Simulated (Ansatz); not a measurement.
Basis-set series for C6H17ClHfN2O, SMILES `CC[N](CC)[Hf]([OH])([Cl])[N](C)C`. Total charge 0; spin multiplicity 1. Hf: def2 effective core potential. All single points use the PBE0-D4/def2-TZVP geometry. It is one conformer, not always the lowest.

```xyz
28

C     0.2979   -0.5234   -2.5187
C     1.0788    0.5869   -1.8423
N     1.2134    0.4381   -0.4023
C     2.0567    1.5008    0.1111
C     2.2167    1.5287    1.6151
Hf    0.2423   -1.0835    0.5609
O     0.7161   -1.1316    2.4286
Cl    0.5914   -3.3026   -0.2928
N    -1.7333   -0.6575    0.4280
C    -2.4302    0.4559   -0.1588
C    -2.6263   -1.6051    1.0550
H    -0.7115   -0.6337   -2.1057
H     0.1789   -0.2990   -3.5802
H     0.8077   -1.4860   -2.4407
H     2.0789    0.6414   -2.2992
H     0.5967    1.5536   -2.0607
H     1.6451    2.4678   -0.2196
H     3.0523    1.4290   -0.3544
H     1.2557    1.6584    2.1192
H     2.8594    2.3652    1.8980
H     2.6693    0.6107    1.9944
H     0.4337   -1.1838    3.3372
H    -3.1311    0.1293   -0.9421
H    -1.7253    1.1588   -0.6076
H    -3.0175    1.0061    0.5912
H    -2.0713   -2.4483    1.4845
H    -3.3380   -2.0314    0.3337
H    -3.2067   -1.1449    1.8680
```

```
functional       basis  functions  energy (Eh)  HOMO (eV)  LUMO (eV)
   PBE0-D4    def2-SVP        261   -930.93577      -6.32       0.14
   PBE0-D4  def2-TZVPP        615   -931.57785      -6.39       0.06
   ωB97M-V    def2-SVP        261   -931.25593      -8.59       1.72
   ωB97M-V  def2-TZVPP        615   -931.92041      -8.65       1.38
```

Give the rows for def2-QZVPP. (Best estimate.)

Ansatz gave: 
```tsv
functional	basis	functions	energy (Eh)	HOMO (eV)	LUMO (eV)
PBE0-D4	def2-QZVPP	1174	-931.61564	-6.41	-0.09
ωB97M-V	def2-QZVPP	1174	-931.95685	-8.68	0.80
```

Positive LUMOs are unbound and depend on the basis.
